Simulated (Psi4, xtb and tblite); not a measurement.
Two geometries of dodecanethiol, C12H26S, SMILES CCCCCCCCCCCCS, relaxed at GFN2-xTB with one dihedral held; other torsions can differ between them too.

Structure A

```
39

C     -6.5044    -0.8372     1.8291
C     -5.0728    -1.1468     1.4090
C     -4.2852     0.1227     1.0943
C     -2.8487    -0.1793     0.6752
C     -2.0629     1.0912     0.3602
C     -0.6258     0.7899    -0.0586
C      0.1560     2.0668    -0.3603
C      1.5615     1.8081    -0.9037
C      2.5007     1.1718     0.1188
C      3.9228     1.0574    -0.4257
C      4.8938     0.4078     0.5612
C      4.7114    -1.0993     0.6688
S      5.5426    -1.9269    -0.7481
H     -7.0475    -1.7540     2.0467
H     -7.0283    -0.3078     1.0361
H     -6.5138    -0.2129     2.7200
H     -4.5699    -1.6936     2.2102
H     -5.0848    -1.7913     0.5268
H     -4.2756     0.7682     1.9760
H     -4.7878     0.6685     0.2922
H     -2.3464    -0.7251     1.4778
H     -2.8582    -0.8254    -0.2061
H     -2.0533     1.7372     1.2415
H     -2.5663     1.6366    -0.4417
H     -0.6351     0.1546    -0.9476
H     -0.1342     0.2349     0.7425
H      0.2257     2.6706     0.5478
H     -0.4002     2.6490    -1.0994
H      1.4955     1.1628    -1.7828
H      1.9908     2.7600    -1.2266
H      2.5115     1.7808     1.0265
H      2.1269     0.1829     0.3867
H      4.2866     2.0583    -0.6684
H      3.9168     0.4778    -1.3516
H      4.7490     0.8492     1.5510
H      5.9216     0.6119     0.2536
H      5.1789    -1.4830     1.5761
H      3.6605    -1.3817     0.6510
H      5.1829    -3.1644    -0.4138
```

Structure B

```
39

C     -6.4800    -0.8900     1.8207
C     -5.0582    -1.1773     1.3543
C     -4.2648     0.1064     1.1225
C     -2.8392    -0.1744     0.6546
C     -2.0462     1.1095     0.4227
C     -0.6216     0.8266    -0.0486
C      0.1707     2.1141    -0.2667
C      1.5568     1.8817    -0.8687
C      2.5126     1.1535     0.0739
C      3.9078     1.0299    -0.5342
C      4.9315     0.4013     0.4113
C      4.6602    -1.0612     0.7270
S      4.6771    -2.0703    -0.8110
H     -7.0266    -1.8168     1.9800
H     -7.0131    -0.3005     1.0778
H     -6.4695    -0.3327     2.7551
H     -4.5468    -1.7866     2.1033
H     -5.0901    -1.7533     0.4265
H     -4.2333     0.6827     2.0504
H     -4.7768     0.7156     0.3738
H     -2.3278    -0.7845     1.4033
H     -2.8709    -0.7509    -0.2732
H     -2.0115     1.6852     1.3509
H     -2.5595     1.7202    -0.3239
H     -0.6564     0.2629    -0.9838
H     -0.1211     0.2050     0.6960
H      0.2739     2.6410     0.6852
H     -0.3962     2.7617    -0.9403
H      1.4574     1.3073    -1.7926
H      1.9912     2.8505    -1.1287
H      2.5761     1.7014     1.0179
H      2.1177     0.1600     0.2856
H      4.2634     2.0253    -0.8111
H      3.8539     0.4337    -1.4477
H      4.9478     0.9543     1.3546
H      5.9229     0.4795    -0.0414
H      5.4368    -1.4583     1.3807
H      3.6864    -1.1941     1.1966
H      4.5848    -3.2453    -0.1920
```

**Question.** Which is lower in energy at the level Psi4 with PBE0-D3(BJ)/def2-SVP // GFN2-xTB, and by how much?

**Answer.** B is lower, by 3.89 kJ/mol (dihedral C10–C11–C12–S13: 80° in A, 60° in B).

E(B) − E(A) in kJ/mol at the other levels, on the same two geometries: GFN2-xTB (xtb and tblite) -1.66; PBE0/def2-SVP // GFN2-xTB (Psi4) -3.05; PBE/def2-SVP // GFN2-xTB (Psi4) -2.86; PBE-D3(BJ)/def2-SVP // GFN2-xTB (Psi4) -3.72.
